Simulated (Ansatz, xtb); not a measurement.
**Two structures of BFGaH2O+**

Structure X: a singlet given by its coordinates. Structure Y: a singlet given by its coordinates. Both are isolated ions in the gas phase, relaxed with B3LYP-D3(BJ)/def2-SVP.

X (Å):

```yaml
atoms:
  - { symbol: B, position_ang: [0.6400, -0.5012, -0.1732] }
  - { symbol: F, position_ang: [1.5969, -1.1547, -0.9650] }
  - { symbol: Ga, position_ang: [2.9835, -0.2663, 0.5000] }
  - { symbol: O, position_ang: [1.2788, 0.1397, 0.8315] }
  - { symbol: H, position_ang: [-0.5187, -0.5633, -0.4291] }
  - { symbol: H, position_ang: [4.4981, -0.4354, 0.4783] }
```

Close contacts (Å): B1–F2 1.40, B1–Ga3 2.45, B1–O4 1.35, F2–Ga3 2.20, Ga3–O4 1.78, B1–H5 1.19, Ga3–H6 1.52.

Y (Å):

```yaml
atoms:
  - { symbol: B, position_ang: [0.2812, 2.1970, -0.0363] }
  - { symbol: F, position_ang: [-0.1371, 3.0928, 0.8181] }
  - { symbol: Ga, position_ang: [1.3693, 2.8598, -1.7554] }
  - { symbol: O, position_ang: [0.1348, 0.8864, -0.0104] }
  - { symbol: H, position_ang: [-0.3481, 0.4823, 0.7340] }
  - { symbol: H, position_ang: [2.1625, 3.3002, -3.0158] }
```

Close contacts (Å): B1–F2 1.31, B1–Ga3 2.14, B1–O4 1.32, Ga3–H6 1.55, O4–H5 0.97.

Energies in hartree; the thermal terms are from B3LYP-D3(BJ)/def2-SVP harmonic frequencies (ideal gas, rigid rotor, one conformer each, 200 K, 1 atm) and include the zero-point energy:

```
                                X            Y
E, CCSD(T)/def2-TZVP  −2124.145756  −2124.138089
   zero-point energy      0.026703      0.028276
        H(200 K) − E      0.030057      0.031729
        G(200 K) − E      0.008977      0.010176
```

Q: Work out ΔE, ΔE₀, ΔH and ΔG for X → Y in kJ/mol (1 Eh = 2625.50 kJ/mol) and the equilibrium ratio [Y]/[X].

A: 1. ΔE = −2124.138089 − (−2124.145756) = +0.007667 Eh = +20.13 kJ/mol.
2. ΔE₀ = ΔE + ΔZPE = +0.007667 + (+0.001573) Eh = +24.26 kJ/mol.
3. ΔH = ΔE + (+0.001672) Eh = +24.52 kJ/mol.
4. ΔG = ΔE + (+0.001199) Eh = +23.28 kJ/mol, so ΔS = (ΔH − ΔG)/T = +6.2 J/(mol K).
5. kT = 0.6334 mEh, so K = [Y]/[X] = exp(−ΔG/kT) = exp(−14.00) ≈ 8.3 × 10^−7.

Structure X is favoured at this temperature. An error of 4 kJ/mol in ΔG would change K by a factor of 11. B3LYP-D3(BJ)/def2-SVP gave ΔE the other sign. Mirror images and further conformers aren't counted.

Other levels gave ΔE = −11.9 (B3LYP-D3(BJ)/def2-SVP); +12.5 (HF/def2-TZVP); +26.2 (MP2/def2-TZVP) kJ/mol. The correlated steps freeze 12 core orbitals; the filled d shell of Ga is correlated, in a basis made for valence electrons. Programs: Ansatz 0.2.0.
